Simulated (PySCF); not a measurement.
Methylarsine, CH₅As.
SMILES with atom numbers: `[CH3:1][AsH2:2]` (hydrogens: H3, H4, H5 on C1; H6, H7 on As2)

Computed by this run: PBE0-D3(BJ)/def2-SVP geometry optimisation, gas phase in PySCF; density fitting, grid level 1; the optimiser is geomeTRIC in internal coordinates, started from a GFN2-xTB structure with every atom displaced at random (about 0.03 Å).

Step 0: E = -61942.1553 eV
```
atom  x, y, z in Å  |  force x, y, z in eV/Å
C1     -0.7046   -0.1897   -0.0549   -1.513   5.549  -1.365
As2     1.0915    0.0279   -0.6749    0.894   0.215  -0.073
H3     -1.4413    0.6011   -0.6321    1.846  -1.865   1.122
H4     -1.0414   -1.1038   -0.3085   -1.389  -3.786  -0.857
H5     -0.8769    0.0439    0.9690    0.024  -0.027   1.302
H6      1.3782    1.3048    0.1106   -0.021   0.101  -0.117
H7      1.6929   -0.7765    0.4680    0.159  -0.188  -0.012
```

Step 1: E = -61942.6078 eV
```
atom  x, y, z in Å  |  force x, y, z in eV/Å
C1     -0.7515   -0.1556   -0.0660   -0.234   0.290   0.019
As2     1.1150    0.0487   -0.6606    0.085  -0.068   0.048
H3     -1.3770    0.5595   -0.6157    0.050   0.099  -0.189
H4     -1.1219   -1.1539   -0.3324    0.096  -0.112   0.122
H5     -0.9169    0.0572    0.9984    0.137  -0.224   0.064
H6      1.4041    1.3419    0.0996   -0.067  -0.004  -0.010
H7      1.7467   -0.7900    0.4541   -0.068   0.019  -0.054
```

Q: Estimate the geometry and energy of step 2. (The exact step hangs on the optimiser's Hessian estimate; all steps are aligned on step 1, rigid shifts and turns removed.)

A: E = -61942.6201 eV, largest force 0.180 eV/Å
```
atom  x, y, z in Å  |  force x, y, z in eV/Å
C1     -0.7524   -0.1442   -0.0687   -0.173   0.046  -0.014
As2     1.1143    0.0464   -0.6631    0.048   0.005   0.002
H3     -1.3699    0.5728   -0.6304    0.029  -0.018  -0.012
H4     -1.1049   -1.1562   -0.3199    0.033   0.034   0.051
H5     -0.8930    0.0435    1.0047    0.050  -0.068  -0.027
H6      1.3817    1.3414    0.0995    0.012   0.008  -0.006
H7      1.7228   -0.7959    0.4552    0.001  -0.006   0.006
```

The energy changes by -0.0124 eV. The first-order estimate −F·Δx gives -0.0210 eV and the mean of the old and new forces, exact on a quadratic surface, -0.0123 eV. The step makes an angle of 47° with the force vector and moves no atom by more than 0.028 Å.

The cost below is that of the whole optimisation. Hardware: one thread, AMD EPYC 9B45 (x86_64), on a shared host. Cost: 4.1 s of wall time, 0.30 GiB resident at most.
